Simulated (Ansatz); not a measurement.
One change: `[OH][In]([Cl])[Br]` becomes `[OH][Ga]([Cl])[Br]`.

Ansatz, PBE0-D4/def2-TZVP geometries, multiplicity 1. Each molecule was computed in one conformer, which needn't be the lowest.

Elements past krypton have def2 core potentials. Scalar relativity is left out up to krypton.

```csv
property,`[OH][In]([Cl])[Br]`
HOMO energy (ωB97M-V/def2-TZVPP) / eV,-11.03
HOMO energy (B3LYP/def2-TZVPP) / eV,-8.54
size of the dipole moment (B3LYP/def2-TZVPP) / D,0.93
HOMO energy (PBE0/def2-TZVPP) / eV,-8.81
"ideal-gas entropy at 298 K and 1 bar (rigid rotor, harmonic PBE0-D4/def2-TZVP) / J/(mol·K)",363
LUMO energy (PBE/def2-TZVPP) / eV,-3.46
```

Question: Give the same properties after the change, and the shifts. (Best estimate.)

Answer: The calculation gave: 
```json
{"property": "HOMO energy (ωB97M-V/def2-TZVPP) / eV", "`[OH][Ga]([Cl])[Br]`": "-11.13", "shift": "-0.10"}
{"property": "HOMO energy (B3LYP/def2-TZVPP) / eV", "`[OH][Ga]([Cl])[Br]`": "-8.62", "shift": "-0.08"}
{"property": "size of the dipole moment (B3LYP/def2-TZVPP) / D", "`[OH][Ga]([Cl])[Br]`": "1.53", "shift": "0.60"}
{"property": "HOMO energy (PBE0/def2-TZVPP) / eV", "`[OH][Ga]([Cl])[Br]`": "-8.90", "shift": "-0.09"}
{"property": "ideal-gas entropy at 298 K and 1 bar (rigid rotor, harmonic PBE0-D4/def2-TZVP) / J/(mol·K)", "`[OH][Ga]([Cl])[Br]`": "347", "shift": "-16"}
{"property": "LUMO energy (PBE/def2-TZVPP) / eV", "`[OH][Ga]([Cl])[Br]`": "-2.59", "shift": "0.87"}
```

With PBE0 the HOMO falls by 0.09 eV and the LUMO rises by 0.93 eV, so the gap widens by about 1.02 eV. PBE moves the HOMO by -0.06 eV and ωB97M-V by -0.10 eV. Dipoles are sizes alone; their direction can turn.

B3LYP here is the variant with VWN-RPA as its local correlation; programs differ in this.

Spin–orbit coupling is left out; it splits and shifts lone-pair levels of the heavy atoms by tenths of an eV.
